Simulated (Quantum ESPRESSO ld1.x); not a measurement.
Task: Species: K3+. Configuration: [Ne] 3s2 3p4. Method: non-relativistic Kohn-Sham, BLYP, spin-unpolarised, spherical densities, point nucleus; computed with ld1.x of Quantum ESPRESSO 7.5. Some entries of the table are withheld. Estimate them.

orbital,occ.,eigenvalue (hartree),<1/r> (bohr^-1)
1s,2,-130.4829,18.54
2s,2,(1),3.768
2p,6,(2),3.695
3s,2,-2.6386,1.157
3p,4,-2.0073,1.051

Result: 
(1) 2s eigenvalue (hartree): -14.4372
(2) 2p eigenvalue (hartree): -11.8588
